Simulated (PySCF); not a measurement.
LaS: f occupation and spin

Unrestricted PBE0; La x2c-TZVPall, S x2c-TZVPall; spin-free X2C with a Gaussian nucleus (PySCF 2.14). The search starts from ions with several 4f fillings and holds each by maximum overlap.

The lowest solution has 2Ms+1 = 2, about 0.1 4f electrons, near 2.36 Å.

Solutions at the starting distance of 2.374 Å, counted from the lowest; the search is not exhaustive:

```csv
2Ms+1,4f population,E (eV),⟨S²⟩,⟨Lz²⟩,μ (D)
2,0.08,0.00,0.75,0.0,-5.97
2,0.07,0.52,0.75,4.0,-8.54
2,0.10,1.15,0.75,1.0,-5.60
4,0.07,2.80,3.76,4.0,-3.14
4,0.08,3.35,3.76,1.1,-1.60
```

Partly filled real f orbitals mix terms, so no term symbols are given. A positive dipole means La(−)S(+).

Spin–orbit coupling is left out. Counting both spins, an empty level lies below a filled one in some of these solutions, because spin and occupation are held. The state is the lowest single determinant that the PBE0 search found; with open d or f shells the true ground state can be another one.
